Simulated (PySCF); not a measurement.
## Two-component Hartree-Fock for V¹⁷⁺ (vanadium, charge +17)

Start: [He] 2s2 2p2; 2p1/2 filled at m_j = -1/2, +1/2. Calculated with PySCF 2.14 in an uncontracted even-tempered set (17 s from 3.8 bohr⁻², ratio 2.4; 11 p from 4.9 bohr⁻², ratio 2.4; 5 d from 18 bohr⁻², ratio 2.6; 4 f from 28 bohr⁻², ratio 2.6): generalised Hartree-Fock with the X2C-1e Hamiltonian and a Gaussian nucleus; one run each with spin-orbit coupling (SO) switched off, then screened by Boettger's factors.

| spinor shell | electrons | ε, spin-free (eV) | ε, screened SO (eV) | weight of nominal j (screened SO) | rms radius, screened SO (bohr) |
| --- | --- | --- | --- | --- | --- |
| 1s1/2 | 2 | -6361.5 | -6360.8 | 1.000 | 0.0762 |
| 2s1/2 | 2 | -1314.5 | -1314.3 | 1.000 | 0.308 |
| 2p1/2 | 2 | -1260.9 | -1262.2 | 0.721 | 0.270 |

```tsv
quantity	spin-free	screened SO
E (hartree)	-726.31352	-726.48923
M_J	0	0
⟨J²⟩	2.000	1.074
⟨L²⟩	2.000	1.875
⟨S²⟩	2.000	1.865
```

The determinant has a definite M_J but mixes levels of different J.

Each row is a mean over spinors that exchange with the open shell spreads, by up to 30.761 eV (2s1/2).

Rows whose weight is well below 1 are mixtures of j = l ± 1/2: exchange outweighs spin-orbit coupling there, and the label is only the starting occupation.

Without spin-orbit coupling the j labels of p, d and f shells carry no meaning; the spin-free column gives the mean over the occupied spinors of each nl shell.
